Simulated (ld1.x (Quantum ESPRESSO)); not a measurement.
**Ranking ultrasoft potentials for Pt**

All share these settings but for the change named:

- Element: platinum
- Generator: ld1.x (Quantum ESPRESSO) 7.5
- Type: ultrasoft
- Functional: Wu–Cohen
- Relativity: scalar-relativistic
- Frozen core: [Xe] 4f14
- Valence charge: 10
- Reference configuration: 5d9 6s1 6p0
- Partial waves: 6s (bound): rcut 2.35, rcutus 2.50 bohr; 6s channel at 1.5 Ry: rcut 2.35, rcutus 2.50 bohr; 6p (bound, empty): rcut 2.55, rcutus 3.50 bohr; 6p channel at 5 Ry: rcut 2.55, rcutus 3.50 bohr; 5d (bound): rcut 2.05, rcutus 2.25 bohr; 5d channel at 2.4 Ry: rcut 2.05, rcutus 2.25 bohr
- Local potential: all-electron potential smoothed inside 3.35 bohr (lloc = -1)
- Core correction: Bessel-smoothed model core inside 1.70 bohr
- Augmentation charge: PSQ, inside the norm-conserving radii

Test errors are all-electron minus pseudo excitation energies from the reference, over 5d9 6s0 6p0; 5d8 6s0 6p0; 5d7 6s0 6p0; 5d8 6s1 6p1; 5d8 6s1 6p0; 5d6 6s0 6p0; 5d9.5 6s0.5 6p0. None of these files shows a bound ghost.

The base gives 2296.9 meV.

Of 11 variants that were run, those that failed, showed a ghost or another fault, or gave nearly equal values are left out.

A variant can come out equal or close to the base, since the largest error may sit in a test that the change hardly touches while other tests move.

Task: Rank these variants by their largest absolute test error, smallest first.
A. waves 5d (bound): rcut 1.38, rcutus 1.46 bohr; 5d channel at 2.4 Ry: rcut 1.38, rcutus 1.46 bohr
B. all radii but the core radius scaled by about 1.17 (s 2.92, p 4.08, d 2.62 bohr, rcut 2.74/2.98/2.40); local potential all-electron potential smoothed inside 3.92 bohr (lloc = -1)
C. local potential all-electron potential smoothed inside 2.20 bohr (lloc = -1)

Result: B (340.3 meV), A (734.1 meV), C (2281.2 meV).
